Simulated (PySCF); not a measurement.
From computed data to an observable: dipole moment from atomic charges

Si(H)2(Cl)(Me) (CH₅ClSi), SMILES C[SiH2]Cl. Atoms are numbered in the order given.

```xyz
8

Si    -0.6259    -0.4472     0.0000
C      0.6791    -1.7750     0.0000
Cl     0.2825     1.4180     0.0000
H     -1.4747    -0.5213    -1.2077
H     -1.4747    -0.5213     1.2077
H      1.3127    -1.6957     0.8846
H      0.2104    -2.7622     0.0000
H      1.3127    -1.6957    -0.8846
```

Geometry optimised at B3LYP-D3(BJ)/def2-TZVP.

Charges (e) from B3LYP/def2-TZVPD run with PySCF:

| atom | ESP fit | IAO |
|---|---|---|
| Si1 | 0.489 | 0.878 |
| C2 | -0.541 | -0.739 |
| Cl3 | -0.217 | -0.343 |
| H4 | -0.096 | -0.142 |
| H5 | -0.096 | -0.142 |
| H6 | 0.152 | 0.163 |
| H7 | 0.157 | 0.161 |
| H8 | 0.152 | 0.163 |

The dipole moment of the full density is 1.92 D.

Q: What dipole moment does each set of point charges give, and which comes closer to that of the density?

A: 
μ = Σ q r, and 1 e Å = 4.8032 D.
ESP fit: Σ q r = (-0.020, -0.415, 0.000) e Å, |μ| = 2.00 D.
IAO: Σ q r = (-0.268, -0.417, 0.000) e Å, |μ| = 2.38 D.
ESP fit comes closer in size. Point charges leave out the atoms' own dipoles (lone pairs, polarised bonds); fits to the potential absorb them, partitions of the density don't.
